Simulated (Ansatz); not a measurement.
`C#[C][SnH2][F]` + H₂S → `[F][SnH2][SH]` + `C#C` at 298.15 K and 1 bar (ligand exchange at the Sn–C bond).

Gas-phase electronic energies from Ansatz, PBE0-D4/def2-TZVP geometries. CCSD(T)/CBS adds triple-zeta CCSD(T) − MP2 to the extrapolated MP2 energy (def2 sets, frozen cores). This one scheme is used for every species. Elements past krypton have def2 core potentials. For Sn outer-core shells are correlated without core-valence functions, which leaves a few kJ/mol of doubt a bond. Each species was taken in one conformer, which may not be the lowest.

```tsv
species	CCSD(T)/CBS energy (Eh)	H − E (kJ/mol)	S (J/(mol·K))
`C#[C][SnH2][F]`	-391.67763	107.9	328.7
H₂S	-398.97279	49.9	205.7
`[F][SnH2][SH]`	-713.44162	82.2	322.4
`C#C`	-77.22717	80.8	200.2
```

H − E and S are ideal-gas, rigid-rotor, harmonic terms from PBE0-D4/def2-TZVP, for one conformer and one mirror image of each species. 1 Eh = 2625.50 kJ/mol, R = 8.31446 J/(mol·K).

Problem. By hand: ΔE, ΔH, ΔS and ΔG.

Solution. ΔE = (-713.44162) + (-77.22717) − (-391.67763) − (-398.97279) = -0.01837 Eh = -48.2 kJ/mol. Δ(H − E) = 82.2 + 80.8 − 107.9 − 49.9 = 5.2, so ΔH = -43.0 kJ/mol. ΔS = 322.4 + 200.2 − 328.7 − 205.7 = -11.8 J/(mol·K). ΔG = -43.0 − 298.15 × (-11.8)/1000 = -39.5 kJ/mol.

Problem. By hand: the equilibrium constant, and the temperature at which ΔG would vanish if ΔH and ΔS stayed fixed.

Solution. log₁₀ K = −ΔG/(RT ln 10) = 6.9. ΔG = 0 at ΔH/ΔS = 3644 K, far beyond where these terms or the molecules hold.

The number of gas molecules stays the same, so ΔS is small and ΔH decides. A doubt of 5 kJ/mol in ΔE shifts log₁₀ K by 0.9 here. Other conformers and mirror images would add mixing entropy, several J/(mol·K) or more a flexible species. These are equilibria of isolated gas molecules and say nothing of rates. Largest T1 diagnostic: 0.014 (customary marks: 0.02 for closed shells, 0.045 for open ones).
